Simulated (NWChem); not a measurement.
# Correlation energy of diboron tetrachloride (B₂Cl₄)

SMILES: ClB(Cl)B(Cl)Cl
```xyz
6

Cl    -1.0992    -1.0453     1.7415
B      0.0000     0.0000     0.8491
Cl     1.0992     1.0453     1.7415
B      0.0000     0.0000    -0.8491
Cl    -1.0992     1.0453    -1.7415
Cl     1.0992    -1.0453    -1.7415
```
Charge 0, spin multiplicity 1.

The numbers come from NWChem runs, not from measurements. Structure: optimised with PBE/def2-SVP, a minimum by its harmonic frequencies. It is one conformer; others weren't searched.

Basis set: 6-31G*. Each correlation energy counts from its own Hartree-Fock reference.

The correlated methods keep 22 core orbitals frozen. The Pople sets run with spherical d functions. Coupled-cluster values serve here as a point of comparison, not as the truth.

Order these methods by the correlation energy they give, lowest first: MP2, SCS-MP2, CR-CCSD[T], CR-CCSD(T), CCSD.

CR-CCSD[T] (-735.4 mHa), CR-CCSD(T) (-734.4 mHa), CCSD (-718.4 mHa), MP2 (-663.5 mHa), SCS-MP2 (-640.4 mHa)
